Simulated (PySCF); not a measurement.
Two-component Hartree-Fock for La(37+) (lanthanum, charge +37)

Start: [Ar] 3d2; 3d3/2 filled at m_j = +1/2, +3/2. Calculated with PySCF 2.14 in an uncontracted even-tempered set (16 s from 7.3 bohr⁻², ratio 2.8; 12 p from 9.5 bohr⁻², ratio 2.8; 8 d from 9.5 bohr⁻², ratio 2.8; 3 f from 30 bohr⁻², ratio 3): generalised Hartree-Fock with the X2C-1e Hamiltonian and a Gaussian nucleus; one run each with spin-orbit coupling (SO) switched off, then screened by Boettger's factors.

| spinor shell | electrons | ε, spin-free (eV) | ε, screened SO (eV) | weight of nominal j (screened SO) | rms radius, screened SO (bohr) |
| --- | --- | --- | --- | --- | --- |
| 1s1/2 | 2 | -41083.3 | -41077.1 | 1.000 | 0.0286 |
| 2s1/2 | 2 | -8237.9 | -8235.3 | 1.000 | 0.115 |
| 2p1/2 | 2 | -7584.9 | -7882.0 | 1.000 | 0.0990 |
| 2p3/2 | 4 | -7584.9 | -7451.1 | 1.000 | 0.104 |
| 3s1/2 | 2 | -3013.3 | -3012.6 | 1.000 | 0.285 |
| 3p1/2 | 2 | -2797.1 | -2873.4 | 0.998 | 0.274 |
| 3p3/2 | 4 | -2797.1 | -2762.3 | 0.999 | 0.285 |
| 3d3/2 | 2 | -2570.0 | -2580.1 | 0.992 | 0.247 |

```json
{"quantity": "E (hartree)", "spin-free": "-7426.34466", "screened SO": "-7430.59388"}
{"quantity": "M_J", "spin-free": "2", "screened SO": "2"}
{"quantity": "⟨J²⟩", "spin-free": "8.001", "screened SO": "6.054"}
{"quantity": "⟨L²⟩", "spin-free": "12.000", "screened SO": "10.426"}
{"quantity": "⟨S²⟩", "spin-free": "2.000", "screened SO": "1.566"}
```

Each row is a mean over spinors that exchange with the open shell spreads, by up to 23.747 eV (3p1/2).

⟨J²⟩ departs a little from M_J(M_J + 1) because the unrestricted spinors polarise the closed shells.

Breit and QED terms are absent; they matter most for the inner s and p1/2 levels.

Densities and radii are taken from the X2C orbitals without a picture-change correction, which distorts them close to the nucleus.

Without spin-orbit coupling the j labels of p, d and f shells carry no meaning; the spin-free column gives the mean over the occupied spinors of each nl shell, and its ⟨J²⟩ belongs to a mixture of degenerate components.
